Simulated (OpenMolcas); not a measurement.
**Levels of Mo+ by method**

* Program: OpenMolcas
* Basis: ANO-RCC-VTZP [7s6p4d2f1g]
* Scalar Hamiltonian: DKH2, point nucleus
* Active space: 5 electrons in 5 orbitals (4d)
* State averaging: 2S+1 = 6 even, 1 root; 2S+1 = 4 even, 24 roots; 2S+1 = 2 even, 75 roots (67 in the spin-orbit step)
* Spin-orbit coupling: state interaction with AMFI integrals over the reference wave functions, term energies averaged over their components

Methods on the same reference wave functions:
A. CASSCF
B. SS-CASPT2, IPEA 0.25 Eh, imaginary shift 0.1 Eh (closed shells correlated: 4s 4p)
C. MS-CASPT2, IPEA 0.25 Eh, imaginary shift 0.1 Eh (closed shells correlated: 4s 4p)
D. XMS-CASPT2, IPEA 0.25 Eh, imaginary shift 0.1 Eh (closed shells correlated: 4s 4p)

Energies in cm⁻¹ above 4d⁵ ⁶S_5/2, the measured ground level; measured values from NIST Handbook of Basic Atomic Spectroscopic Data.

| Level | A | B | C | D | Measured |
| --- | --- | --- | --- | --- | --- |
| 4d⁵ ⁶S_5/2 | 0.0 | 0.0 | 0.0 | 0.0 | 0.0 |
| 4d⁵ ⁴G_5/2 | 20735 | 16970 | 16970 | 15790 | 15199 |
| 4d⁵ ⁴G_7/2 | 20804 | 17050 | 17050 | 15880 | 15331 |
| 4d⁵ ⁴G_11/2 | 20822 | 17080 | 17080 | 15910 | 15447 |
| 4d⁵ ⁴G_9/2 | 20845 | 17100 | 17100 | 15930 | 15428 |
| 4d⁵ ⁴P_5/2 [65 %] | 23674 | 18350 | 18360 | 16690 |  |
| 4d⁵ ⁴P_3/2 [68 %] | 23848 | 18550 | 18550 | 16830 |  |
| 4d⁵ ⁴P_1/2 | 24077 | 18870 | 18870 | 17050 |  |
| 4d⁵ ⁴D_7/2 | 25642 | 19710 | 19710 | 18700 |  |
| 4d⁵ ⁴D_1/2 | 25878 | 20040 | 20040 | 18940 |  |
| 4d⁵ ⁴D_3/2 [68 %] | 26053 | 20310 | 20310 | 19100 |  |
| 4d⁵ ⁴D_5/2 [67 %] | 26076 | 20340 | 20330 | 19110 |  |
| 4d⁵ ²I_11/2 | 29625 | 25350 | 25350 | 24490 |  |
| 4d⁵ ²I_13/2 | 29788 | 25560 | 25560 | 24710 |  |
| 4d⁵ ⁴F_9/2 | 34443 | 27660 | 27660 | 25880 |  |
| 4d⁵ ⁴F_5/2 [71 %] | 34637 | 27870 | 27890 | 26230 |  |
| 4d⁵ ²F_5/2(1) [52 %] | 35855 | 29440 | 29340 | 28520 |  |
| 4d⁵ ²H_11/2 | 36753 | 31070 | 31070 | 29720 |  |
| 4d⁵ ²G_7/2(1) | 37449 | 30700 | 30710 | 29690 |  |
| 4d⁵ ²F_5/2(2) | 40130 | 32240 | 32340 | 31810 |  |
| 4d⁵ ²F_7/2(2) | 40185 | 32300 | 32280 | 31710 |  |
| 4d⁵ ²S_1/2 | 44249 | 35280 | 35280 | 33870 |  |
| 4d⁵ ²D_3/2(2) | 48912 | 39440 | 39450 | 38580 |  |
| 4d⁵ ²D_5/2(2) | 49018 | 39570 | 39580 | 38710 |  |

Deviations, from unrounded energies. A percentage is the sum of absolute deviations over the sum of measured energies, with the sign that they share, or ± where signs differ.

```csv
Against measurement,Levels,A,B,C,D
mean absolute deviation (cm-1),4,5500,1700,1700,530
other terms of the ground configuration (%),4,+35.5,+11.1,+11.1,+3.4
```

D lies closest to measurement on these levels and A furthest from it. The largest miss of D in the table is 4d⁵ ⁴G_5/2, by +590 cm-1. The ranking rests on the paired levels alone, and a cruder setting can come out closer through cancelling errors.

Among B to D the level of the table that moves most is 4d⁵ ⁴P_1/2, by 1800 cm-1 (lowest in D, highest in B). Moves below CASPT2's spread within the term are not significant.

The mean deviations of B to D differ by less than CASPT2's widest spread within a term (1800 cm-1), so their order carries little weight.

From A to B the spin-free energies of the other terms of 4d⁵ shown, above ⁶S, scale by factors of 0.77 to 0.86, as is usual when dynamic correlation screens the repulsion within a d or f shell.

The lowest spin-free term lies below A's lowest term by 0.367 hartree in B, 0.367 hartree in C, 0.367 hartree in D.

CASPT2 breaks the degeneracy within a term, and the mean is taken; among the terms shown or strongly mixed into the levels shown the widest spread is 1800 cm-1 (4d⁵ ²I, D). Some high roots are left out of the spin-orbit mixing, which shifts the levels that they would mix with. Configurations with an s electron lie low at this charge and mix in, so terms can be misplaced. The CASPT2 spread within a term exceeds the gap to the next term for 4d⁵ ²G(1) and 4d⁵ ²H, so the order of their levels is uncertain (figures for B; the like holds for C, D). Without dynamic correlation excited terms often stand tens of per cent too high (terms of higher spin than the ground term too low), and those without a measured partner can miss by more than the paired ones (holds for A). Computed and measured levels are paired by configuration, term and J; levels that our copy of the source lacks, or whose pairing is in doubt (as where it misses far off the trend of its configuration), stay unpaired and out of the deviations. Levels of configurations outside the active space are missing. The table leaves out levels that lie high or whose names do not pair safely across all columns.

A share in square brackets marks a mixed level and gives the weight of the term that names it, the lowest over the columns. A number in round brackets counts repeated terms of one configuration in the order of the reference energies.
